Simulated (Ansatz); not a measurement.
# Pulling the pair apart

The pair of F⁻ (SMILES [F-], atom 1) and SbH₃ (SMILES [SbH3], atoms 2–5), both closed shells, in one local arrangement (a lower one may exist), relaxed at PBE0-D4/def2-TZVPD:

F1  (0.555, 1.395, -1.454)
Sb2  (-0.559, 0.202, 0.003)
H3  (0.779, 0.581, 1.008)
H4  (0.160, -1.104, -0.846)
H5  (-0.935, -1.074, 1.289)
(Å)

SbH₃ is shifted rigidly along the line between the mean atom positions of the two fragments (negative: closer). Counterpoise interaction energies in kJ/mol. Computed with Ansatz 0.2.0 (basis: def2-TZVPPD); correlated methods freeze the cores. Filled d shells of the heavier atoms are correlated. Core potentials replace the inner electrons of the atoms past krypton. The def2 sets are not built for correlating such inner shells, so the correlated values are less sure here. B3LYP uses VWN-RPA correlation.

```csv
shift (Å),PBE-D4,B3LYP-D4,PBE0-D4
-0.22,-118.3,-118.5,-133.7
-0.11,-138.1,-137.1,-149.4
0.00,-145.6,-143.7,-153.4
0.11,-145.5,-143.0,-150.6
0.26,-138.3,-135.2,-140.3
0.55,-116.1,-112.6,-114.5
1.09,-74.8,-71.4,-70.7
2.19,-31.8,-29.1,-28.1
```

(1) What does CCSD(T) give at these shifts? (Judge from chemistry; the value comes from the calculation.)

The T1 diagnostic stays at or below 0.019.

Results:

(1) Computed: -113.3, -130.4, -135.9, -134.4, -126.0, -103.5, -64.2, -25.4 kJ/mol. For zero shift, CCSD(T) at an estimated basis limit (MP2 extrapolated from triple and quadruple zeta, plus CCSD(T) − MP2 in triple zeta) gives -149.2 kJ/mol. These are counterpoise interaction energies, counted from the two frozen fragments.

For scale, one of the runs: CCSD(T)/def2-TZVPPD, 147 basis functions, launched by `ansatz run in.yaml --threads 2 --pin off --events-out ev --progress --plain --max-ram 5222MiB`. The run took 37 s on 2 CPU threads of an Arm Neoverse V1 (shared host), with 1.1 GiB of host memory at its peak.
